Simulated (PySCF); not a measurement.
The numbers below are computed, except where a source is named.
Si3H7SNCl

Si3H7SNCl is a small molecule (built as: Si site whose three back bonds go to NHSiH3, Cl, SSiH3), neutral, doublet. The structure, one conformer, was relaxed in the gas phase by PBE0-D3(BJ)/def2-SVP. No frequency run checks that it is a minimum.

SMILES: [SiH3]N[Si](Cl)S[SiH3]

```xyz
13

Si   -1.612   -0.958   -0.111
N    -0.895    0.566   -0.507
Si    0.131    0.989   -1.877
Cl   -0.647   -2.289   -1.396
S    -1.267   -1.413    1.962
Si    0.715   -0.557    2.108
H    -1.194    1.349    0.071
H    -0.503    0.627   -3.178
H     1.463    0.326   -1.783
H     0.305    2.470   -1.804
H     0.664    0.932    2.198
H     1.287   -1.102    3.372
H     1.548   -0.968    0.943
```
Atoms count from 1 in this order.

EPR values by unrestricted B3LYP, IGLO-III on Cl N S Si, pcH-1 on H.

Question: Predict g and the largest hyperfine couplings. Where does the spin sit?

Answer: g = 2.0028, 2.0031, 2.0060. The spin sits on Si1 (72 %, bonded to 1 Cl + 1 N + 1 S) by Mulliken populations.
```
atom  isotope  isotropic (MHz)  dipolar, principal values (MHz)
 Si1     29Si           -958.0               -114.4, 56.1, 58.3
  S5      33S             54.6               -11.6, -11.2, 22.9
 Cl4     35Cl             30.5               -18.3, -18.1, 36.3
  N2      14N             17.5                 -5.6, -5.3, 10.9
 H12       1H             15.3                  -1.3, -0.1, 1.4
  H7       1H             -7.7                 -7.3, -2.7, 10.0
```

Question: How do the isotropic couplings move with BHandHLYP?

Answer: Si1 -958.0 to -998.1 MHz, S5 54.6 to 54.8 MHz, Cl4 30.5 to 32.6 MHz, N2 17.5 to 19.4 MHz.
